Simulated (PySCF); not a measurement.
## Vibration and rotation of MgBe⁺

ROHF-CCSD(T) constants of MgBe⁺, ²Σ⁺ (doublet), unpaired electrons σ ↑ (basis Mg aug-pcseg-1, Be aug-pcseg-1; no relativity; PySCF 2.14; masses 23.9850 and 9.0122 u):

* ωe: 266.3 cm⁻¹
* ωexe: 3.65 cm⁻¹
* Be: 0.3321 cm⁻¹
* αe: 0.00564 cm⁻¹
* D (centrifugal): 2.07e-06 cm⁻¹
* De to Mg⁺ + Be: 0.57 eV

Task: Give the vibrational terms G(v) and spacings up to v = 6.

Result: G(v) = ωe(v+½) − ωexe(v+½)².

```json
{"v": "0", "G(v) (cm⁻¹)": "132", "G(v) − G(v−1)": "", "Bv (cm⁻¹)": "0.3293"}
{"v": "1", "G(v) (cm⁻¹)": "391", "G(v) − G(v−1)": "259", "Bv (cm⁻¹)": "0.3236"}
{"v": "2", "G(v) (cm⁻¹)": "643", "G(v) − G(v−1)": "252", "Bv (cm⁻¹)": "0.3180"}
{"v": "3", "G(v) (cm⁻¹)": "887", "G(v) − G(v−1)": "244", "Bv (cm⁻¹)": "0.3124"}
{"v": "4", "G(v) (cm⁻¹)": "1124", "G(v) − G(v−1)": "237", "Bv (cm⁻¹)": "0.3067"}
{"v": "5", "G(v) (cm⁻¹)": "1354", "G(v) − G(v−1)": "230", "Bv (cm⁻¹)": "0.3011"}
{"v": "6", "G(v) (cm⁻¹)": "1577", "G(v) − G(v−1)": "222", "Bv (cm⁻¹)": "0.2954"}
```

Task: How well does the Morse estimate ωe²/(4ωexe) reproduce De, and what is D0?

Result: It gives 0.60 eV, 106 % of the computed De. D0 = De − G(0) = 0.57 − 0.02 = 0.55 eV.

Correlated steps freeze 1 core orbital. Correlated levels converge slowly with the basis: in double zeta they bind strong bonds too weakly, by up to about 1 eV, and carry superposition errors of some tenths. For an ion De counts to the pair picked by the measured ionisation energies or electron affinities, which need not be the lowest pair at this level. The state was picked by a PBE0 search and need not be the measured ground state.
